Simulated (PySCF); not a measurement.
**Co⁺ (cobalt, charge +1) across methods**

[Ar] 3d8, high-spin 3F determinant. All numbers are calculated (PySCF 2.14, no relativity, point nucleus, in dyall-av2z (16s12p7d2f, 101 functions)).

```tsv
method	E (hartree)	mean ε 3p β (eV)	mean ε 3d α (eV)	mean ε 3d β (eV)	Σ⟨r²⟩ (bohr²)	⟨S²⟩
PBE	-1382.214	-66.951	-13.069	-11.646	20.95	2.002
r2SCAN	-1382.434	-68.040	-13.095	-11.688	20.59	2.002
B97-3	-1382.316	-71.184	-15.313	-13.714	20.48	2.003
HSE06	-1382.240	-70.410	-14.739	-13.117	20.50	2.002
LDA	-1379.885	-67.092	-13.395	-11.820	20.93	2.002
MN15	-1382.846	-71.075	-16.251	-14.483	20.46	2.004
PBE0	-1382.230	-70.801	-15.155	-13.511	20.48	2.002
UHF	-1381.11593	-81.443	-21.003	-18.512	19.69	2.005
```

Q: Estimate the same row for r2SCAN0.

A: E (hartree) = -1382.402; mean ε 3p β (eV) = -71.570; mean ε 3d α (eV) = -15.243; mean ε 3d β (eV) = -13.620; Σ⟨r²⟩ (bohr²) = 20.26; ⟨S²⟩ = 2.002.
